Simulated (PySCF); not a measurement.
## Ions at one geometry of [Tl(NH3)]3+

PySCF 2.14.0, RKS PBE0, Tl def2-SVP with ECP60, N def2-SVP, H def2-SVP; non-relativistic Hamiltonian with scalar-relativistic core potentials where named; density fitting; no spin-orbit coupling; singlets restricted, open shells unrestricted. The geometry is relaxed for charge +3, singlet, vacuum:

```xyz
5

Tl    0.0000    0.0000   -0.2367
N     0.0000    0.0000    2.2383
H     1.0358    0.0000    2.4824
H    -0.5180    0.8971    2.4824
H    -0.5179   -0.8971    2.4824
```

Energies count from the relaxed state; an electron taken off or put on is at rest in vacuum. Charges and spins are Mulliken's.

```json
{"state": "charge +3, singlet, vacuum", "energy (eV)": "0.00", "spin squared": "0.00", "charge on Tl1 (e)": "1.84", "spin on Tl1 (e)": "0.00", "dipole about the centre of mass (D)": "10.76"}
{"state": "charge +4, doublet, vacuum", "energy (eV)": "33.88", "spin squared": "0.75", "charge on Tl1 (e)": "2.52", "spin on Tl1 (e)": "0.44", "dipole about the centre of mass (D)": "14.50"}
```

Problem. What does the state charge +2, doublet, vacuum give?

Solution. energy (eV) -24.01, spin squared 0.76, charge on Tl1 (e) 1.18, spin on Tl1 (e) 0.32, dipole about the centre of mass (D) 8.43.

With an electron taken off (doublet) the charges change, summed by element, by Tl +0.68 e, N +0.15 e, H +0.18 e. The vertical ionisation energy is 33.88 eV, against −ε(HOMO) = 31.20 eV of the relaxed state. The level lies 2.7 eV too high, as is usual for semilocal functionals and global hybrids, which keep a self-interaction error.

With an electron put on (doublet) the charges change, summed by element, by Tl -0.67 e, N -0.14 e, H -0.20 e. The vertical electron affinity is 24.01 eV, against −ε(LUMO) = 26.43 eV of the relaxed state.

Open shells may have lower solutions than those found.
